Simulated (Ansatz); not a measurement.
Start from `OC(O)=[Se]` and change one atom or group to get `NC(O)=[Se]`.

Ansatz, PBE0-D4/def2-TZVP geometries, multiplicity 1. Each molecule was computed in one conformer, which needn't be the lowest.

Scalar relativity is left out up to krypton.

```json
{"property": "ideal-gas entropy at 298 K and 1 bar (rigid rotor, harmonic PBE0-D4/def2-TZVP) / J/(mol·K)", "`OC(O)=[Se]`": "286"}
{"property": "HOMO–LUMO gap (PBE0/def2-TZVPP) / eV", "`OC(O)=[Se]`": "5.50"}
{"property": "HOMO–LUMO gap (ωB97M-V/def2-TZVPP) / eV", "`OC(O)=[Se]`": "9.83"}
{"property": "LUMO energy (ωB97M-V/def2-TZVPP) / eV", "`OC(O)=[Se]`": "1.01"}
{"property": "HOMO energy (PBE0/def2-TZVPP) / eV", "`OC(O)=[Se]`": "-6.68"}
{"property": "LUMO energy (B3LYP/def2-TZVPP) / eV", "`OC(O)=[Se]`": "-1.41"}
```

(1) What does the change do to each property? (Estimate.)

Answers

(1) Computed: 
| property | `NC(O)=[Se]` | shift |
| --- | --- | --- |
| ideal-gas entropy at 298 K and 1 bar (rigid rotor, harmonic PBE0-D4/def2-TZVP) / J/(mol·K) | 299 | 13 |
| HOMO–LUMO gap (PBE0/def2-TZVPP) / eV | 5.57 | 0.07 |
| HOMO–LUMO gap (ωB97M-V/def2-TZVPP) / eV | 9.85 | 0.02 |
| LUMO energy (ωB97M-V/def2-TZVPP) / eV | 1.59 | 0.58 |
| HOMO energy (PBE0/def2-TZVPP) / eV | -6.13 | 0.55 |
| LUMO energy (B3LYP/def2-TZVPP) / eV | -0.79 | 0.62 |

With PBE0 the HOMO rises by 0.55 eV and the LUMO rises by 0.60 eV, so the gap widens by about 0.05 eV. PBE moves the HOMO by 0.50 eV and ωB97M-V by 0.55 eV. The zero-point energy changes by 31.2 kJ/mol with +3 modes.

B3LYP here is the variant with VWN-RPA as its local correlation; programs differ in this.

Spin–orbit coupling is left out; it splits and shifts lone-pair levels of the heavy atoms by tenths of an eV.
